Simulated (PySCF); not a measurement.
Rigid-rotor lines calculated for a species of formula CH8NPSn (commonest isotopes; PBE0-D3(BJ)/def2-SVP geometry optimisation, gas phase, def2 core potentials past Kr in PySCF), labelled J(Ka,Kc):

```json
{"transition": "2(0,2) ← 1(0,1)", "MHz": "6469.5"}
{"transition": "1(1,1) ← 0(0,0)", "MHz": "5123.0"}
{"transition": "1(0,1) ← 0(0,0)", "MHz": "3288.5"}
{"transition": "2(1,2) ← 1(1,1)", "MHz": "6023.5"}
{"transition": "2(1,1) ← 1(1,0)", "MHz": "7130.5"}
```

Problem. Find the rotational constants.

Solution. 1(0,1) ← 0(0,0) is B + C, 2(1,1) ← 1(1,0) is 3B + C and 2(1,2) ← 1(1,1) is B + 3C, so B − C is half the difference of the last two, 553.5 MHz. 1(1,1) ← 0(0,0) is A + C. A = 3755.5, B = 1921.0, C = 1367.5 MHz.

Problem. What moments of inertia, asymmetry and inertial defect follow?

Solution. I = 505379 MHz·u·Å² over each constant: Ia = 134.57, Ib = 263.08, Ic = 369.57 u·Å²; κ = (2B − A − C)/(A − C) = -0.536 (asymmetric top); Δ = Ic − Ia − Ib = -28.08 u·Å².

Problem. Which dipole components do these lines need?

Solution. μa and μb (a-type: ΔKa even, ΔKc odd; b-type: both odd). The calculation gives |μa| = 0.14 D, |μb| = 0.20 D, |μc| = 0.29 D.

Problem. Predict further lines from these constants: 2(2,0) ← 1(1,0); 2(2,1) ← 2(1,1); 2(1,1) ← 1(0,1); 1(1,0) ← 1(1,1); 2(0,2) ← 1(1,1); 1(1,1) ← 1(0,1); 2(1,1) ← 2(0,2); 2(2,1) ← 1(1,0); 2(2,0) ← 2(1,1); 1(1,0) ← 1(0,1); 2(2,1) ← 2(1,2).

Solution. 
```json
{"transition": "1(1,0) ← 1(1,1)", "MHz": "554", "type": "a", "branch": "Q"}
{"transition": "1(1,1) ← 1(0,1)", "MHz": "1835", "type": "c", "branch": "Q"}
{"transition": "1(1,0) ← 1(0,1)", "MHz": "2388", "type": "b", "branch": "Q"}
{"transition": "2(1,1) ← 2(0,2)", "MHz": "3049", "type": "b", "branch": "Q"}
{"transition": "2(0,2) ← 1(1,1)", "MHz": "4635", "type": "b", "branch": "R"}
{"transition": "2(2,1) ← 2(1,1)", "MHz": "5504", "type": "c", "branch": "Q"}
{"transition": "2(2,0) ← 2(1,1)", "MHz": "5611", "type": "b", "branch": "Q"}
{"transition": "2(2,1) ← 2(1,2)", "MHz": "7164", "type": "b", "branch": "Q"}
{"transition": "2(1,1) ← 1(0,1)", "MHz": "9519", "type": "c", "branch": "R"}
{"transition": "2(2,1) ← 1(1,0)", "MHz": "12634", "type": "b", "branch": "R"}
{"transition": "2(2,0) ← 1(1,0)", "MHz": "12742", "type": "c", "branch": "R"}
```

Problem. Which structure gave them?

Solution. `C[NH][SnH2][PH2]`, point group C1. Three constants can't fix a structure by themselves; this is the one that was computed:
```
atom  x, y, z in Å
C1    -1.552   -0.902    0.252
N2    -1.181    0.338   -0.393
Sn3    0.702    1.082   -0.131
P4     2.449   -0.580   -0.910
H5    -1.292   -0.862    1.323
H6    -1.079   -1.818   -0.161
H7    -2.645   -1.053    0.205
H8    -1.482    0.361   -1.364
H9     0.799    2.498   -1.093
H10    0.831    1.422    1.547
H11    3.484    0.022   -0.127
H12    2.109   -1.511    0.121
```

The values belong to one conformer (point group C1) with, in the numbering `[CH3:1][NH:2][SnH2:3][PH2:4]`, C1–N2–Sn3–P4 59°, N2–Sn3–P4–H -159° and -66°. Not checked by PBE0-D3(BJ)/def2-SVP frequencies. No vibrational averaging or centrifugal distortion is included, and the geometry carries the error of its method. A rigid rotor knows nothing of inversion at nitrogen or internal rotation, which can split or shift real lines. Quadrupole hyperfine structure (14N) is left out.
